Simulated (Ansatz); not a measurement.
Total energies of `C=C[Si](N)(O)F`.

Cartesian coordinates in Å:
```
C 1.334 -0.257 -1.365
C 0.286 -0.901 -0.856
Si -0.770 -0.215 0.496
N -0.582 1.473 0.554
O -0.475 -0.839 1.979
F -2.264 -0.694 0.205
H 1.948 -0.682 -2.154
H 1.622 0.728 -1.009
H 0.048 -1.888 -1.250
H -0.898 1.984 1.362
H -0.662 2.028 -0.283
H 0.414 -0.737 2.321
```

Total charge 0; spin multiplicity 1. All single points use the PBE0-D4/def2-TZVP geometry. It is one conformer, not always the lowest. Basis def2-TZVPP, the Gaussian-basis code of Ansatz.

RPA on PBE orbitals: Hartree–Fock energy of these orbitals -597.15162 Eh, correlation -1.79340 Eh (frozen core).

```
             functional                                       kind  energy without D4 (Eh)  D4 term (kJ/mol)
            LDA (SPW92)                                        LDA              -595.90919                 –
                    PBE                                        GGA              -598.92488             -26.4
                 revPBE                                        GGA              -599.25557             -81.1
                   BLYP                                        GGA              -599.34785             -58.2
                 r2SCAN                                   meta-GGA              -599.24811              -6.6
                 B97M-V                         meta-GGA with VV10              -599.28985                 –
                   PBE0         global hybrid, 25 % exact exchange              -598.96805             -22.3
                  B3LYP                        global hybrid, 20 %              -599.45397             -42.5
                r2SCANh                      meta-GGA hybrid, 10 %              -599.23051              -7.0
                r2SCAN0                      meta-GGA hybrid, 25 %              -599.20539              -7.7
HSE06 (plane-wave form)                            screened hybrid              -598.94676             -20.8
                  BHLYP                        global hybrid, 50 %              -599.27989             -31.6
              CAM-B3LYP                     range-separated hybrid              -599.32553             -22.6
                LC-ωPBE                long-range corrected hybrid              -599.15088                 –
                ωB97X-V       range-separated hybrid GGA with VV10              -599.28204                 –
                ωB97M-V  range-separated hybrid meta-GGA with VV10              -599.30929                 –
                 B2PLYP                              double hybrid              -599.09829                 –
               PBE-QIDH                              double hybrid              -598.84849                 –
```

B3LYP takes the VWN-RPA correlation (the form of Gaussian; ORCA's B3LYP/G). HSE06 is the plane-wave form, built on full-range PBE exchange. The double hybrids freeze the cores in their second-order part.

LC-ωPBE has ω = 0.4 bohr⁻¹.
